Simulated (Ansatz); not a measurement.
Consider the cleavage of the Al–B bond: `N[B](N)[AlH2]` + `C[NH][AlH2]` → `C[N]([AlH2])[AlH2]` + `NBN`.

Computed with Ansatz on PBE0-D4/def2-TZVP structures; ΔE is electronic, products minus reactants. CCSD(T)/CBS is the MP2 limit (def2-TZVPP, def2-QZVPP) plus CCSD(T) − MP2 in def2-TZVPP, frozen cores. Functionals use def2-TZVPP. HSE06 is defined as in plane-wave codes. One conformer a species, not always the lowest.

Task: Is it downhill or uphill in electronic energy at CCSD(T)/CBS, and by how much? (An estimate is asked.)

Result: The calculation gave: Downhill: ΔE = -29.2 kcal/mol.

Task: What do these levels give: revPBE-D4, r2SCAN-D4, PBE0-D4, CAM-B3LYP-D4, B2PLYP, PBE0, r2SCANh, r2SCAN0, HSE06, CCSD(T)/def2-TZVPP, MP2/def2-QZVPP, SCS-MP2/def2-QZVPP? (Estimate.)

Result: The calculation gave: revPBE-D4 -25.2, r2SCAN-D4 -28.8, PBE0-D4 -26.4, CAM-B3LYP-D4 -29.2, B2PLYP -29.5, PBE0 -26.0, r2SCANh -28.8, r2SCAN0 -28.9, HSE06 -26.0, CCSD(T)/def2-TZVPP -29.3, MP2/def2-QZVPP -31.4, SCS-MP2/def2-QZVPP -30.9 kcal/mol.

Largest T1 diagnostic among the species: 0.012.

From BLYP to BHLYP (50 % exact exchange), in def2-TZVPP and without D4, ΔE moves by −2.4 kcal/mol. The D4 term adds −0.8 kcal/mol with B3LYP and −0.4 kcal/mol with PBE0; it sums over pairs of atoms, weighted by their polarisabilities, and B3LYP, whose exchange is more repulsive, gets the larger term.

B3LYP here is the variant with VWN-RPA as its local correlation; programs differ in this.
